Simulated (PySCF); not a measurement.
`O=C[C@@]1(F)CO[SiH2][C@@H]1F`, C4H6F2O2Si

Geometry:
```tsv
atom	x (Å)	y (Å)	z (Å)
O1	-1.064	-0.276	1.876
C2	-1.568	-0.097	0.803
C3	-0.775	-0.074	-0.473
F4	-1.627	-0.220	-1.546
C5	-0.060	1.296	-0.555
O6	1.011	1.283	0.332
Si7	1.611	-0.199	0.703
C8	0.325	-1.126	-0.397
F9	0.874	-1.311	-1.652
H10	-2.645	0.102	0.673
H11	-0.735	2.115	-0.291
H12	0.288	1.432	-1.585
H13	2.902	-0.374	0.050
H14	1.527	-0.449	2.125
H15	-0.067	-2.094	-0.086
```

Computed with GIAO CAM-B3LYP/pcSseg-1 magnetisability, rotational g tensor and spin-rotation constants, non-relativistic, gas phase in PySCF 2.14.0. Geometry: GFN2-xTB.

(1) What are the magnetisability and the molar susceptibility?

(2) Split it along the inertial axes a, b, c into diamagnetic and paramagnetic parts about the centre of mass, with the quadrupole moment.

(3) And the rotational g tensor?

Answers

(1) Isotropic -1096 × 10⁻³⁰ J/T², or -66.0 × 10⁻⁶ cm³/mol; principal values -1163, -1101, -1025 × 10⁻³⁰ J/T², anisotropy 120 × 10⁻³⁰ J/T² (root of half the summed squared differences of the principal values). The susceptibility is in cgs units.

(2) 
```
axis  χ (10⁻⁶ cm³/mol)  diamagnetic (10⁻⁶ cm³/mol)  paramagnetic (10⁻⁶ cm³/mol)  summed x² of all electrons (Å²)  quadrupole Θ (D Å)
   a             -62.7                      -762.0                        699.3                            135.5               +4.08
   b             -68.0                      -852.3                        784.3                            114.2               -9.73
   c             -67.3                     -1059.2                        991.9                             65.4               +5.65
```
Anisotropies 2χaa − χbb − χcc = +10.0 and 2χbb − χaa − χcc = -6.1 × 10⁻⁶ cm³/mol. Θ is traceless in Buckingham's convention.

(3) 
```csv
axis,rotational constant (GHz),g,nuclear part,electronic part
a,1.7279,-0.0376,0.5301,-0.5677
b,1.5344,-0.0237,0.5417,-0.5654
c,1.1698,-0.0234,0.5217,-0.5451
```
Asymmetric top; isotopes 12C, 19F, 1H, 16O, 28Si; no vibrational averaging.
